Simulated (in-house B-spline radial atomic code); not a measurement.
# RPA and G0W0 on BHandHLYP: Ag37+

Configuration [He] 2s2 2p6, mean-field start BHandHLYP. Computed with a B-spline radial code for spherical atoms: all electrons, non-relativistic, point nucleus, each spin shell either full or empty, empty states to l = 9 with an (l + 1/2)⁻⁴ tail; G0W0 by contour deformation at full frequency.

Without relativity these are model numbers: it shifts the levels of so heavy an element strongly and can reorder them.

Command:
```bash
python run_gw.py task.json out
```
Settings (radii: box in bohr, nucleus in fm):
```
Z                        47
electrons                10
configuration            [He] 2s2 2p6
hamiltonian              nr
method                   bhandhlyp
lmax                     9
spin_polarised           False
box_radius               2.61
intervals                46
```

Run time, properties included: 0.4 s on 1 thread of Arm Neoverse V2, on a shared host.

Energies (hartree):

```csv
term,value
mean-field total,-4021.71951
Hartree-Fock functional on these orbitals,-4021.37465
direct second order,-0.64828
second-order exchange,0.22653
SOSEX correction,0.22308
```

What is the RPA correlation energy, and what remains with SOSEX?

RPA gives -0.63399 hartree (-1.73 eV per electron); RPA + SOSEX gives -0.41092, and the second-order doubles -0.42175 hartree (no singles). RPA lacks exchange-type terms and so overcorrelates at short range.

Quasi-particle levels (eV):

```
level  occupied  mean field  Σx - vxc     Σc  QP weight       G0W0
   2p       yes    -5494.84    -47.92      ?          ?          ?
   2s       yes    -5718.48    -58.41   3.49      0.998   -5773.40
   1s       yes   -26963.38   -163.24  21.96      0.995  -27104.66
   3s        no    -2343.48     36.80  -0.90      1.000   -2307.58
```

G0W0 = mean field + (Σx - vxc) + Σc, with Σc (partial-wave tail included) taken at the quasi-particle energy.

Where does G0W0 put 2p?

At -5541.00 eV, with Σc = 1.75 eV and a quasi-particle weight of 0.998. The tabulated removal energy is 5558 ± 3 eV (NIST, semi-empirical); the calculation leaves out relativity, Breit and QED terms, and what these don't explain is the method's own error.
